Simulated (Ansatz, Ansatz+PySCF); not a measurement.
```yaml
atoms:
  - { symbol: Co, position_ang: [0.0000, 0.0000, 0.0000] }
  - { symbol: O, position_ang: [0.0000, 0.0000, 1.6942] }
```

Basis set: def2-SVP (spherical functions). Correlated methods keep 6 orbitals frozen. Correlation on ROHF uses semicanonical orbitals with singles. Charge 0, multiplicity 4.

Computed with Ansatz (development build ahead of 0.2.0); each method stands on the lowest determinant of its kind that the runs found. Restricted functionals stand beside restricted open-shell atoms, which can lie above the unrestricted atoms usual in DFT and then raise those values.

Problem. Give the atomization energy at this shape (free ground-state atoms in the same class of orbitals less the molecule, no zero-point energy) of quartet CoO by ωB97X (unrestricted), ωB97X (restricted open-shell), r²SCAN (unrestricted), PBE (unrestricted), PBE0 (unrestricted), PBE0 (restricted open-shell), ROHF-MP2, UHF-MP2, UHF, ROHF.

Solution.

```csv
method,atomization energy
ωB97X (unrestricted),3.36 eV
ωB97X (restricted open-shell),3.29 eV
r²SCAN (unrestricted),4.41 eV
PBE (unrestricted),5.12 eV
PBE0 (unrestricted),3.32 eV
PBE0 (restricted open-shell),3.28 eV
ROHF-MP2,2.50 eV
UHF-MP2,1.52 eV
UHF,0.42 eV
ROHF,-1.55 eV
```

Caution: another spin multiplicity may lie lower. Caution for ωB97X (unrestricted), PBE0 (unrestricted): the unrestricted determinant is spin contaminated. Caution for ROHF-MP2, ROHF: an unrestricted determinant lies well below. Caution for UHF-MP2, UHF: the unrestricted determinant is a mixture of spin states. Caution for ROHF: the molecule lies well above its atoms at this level.
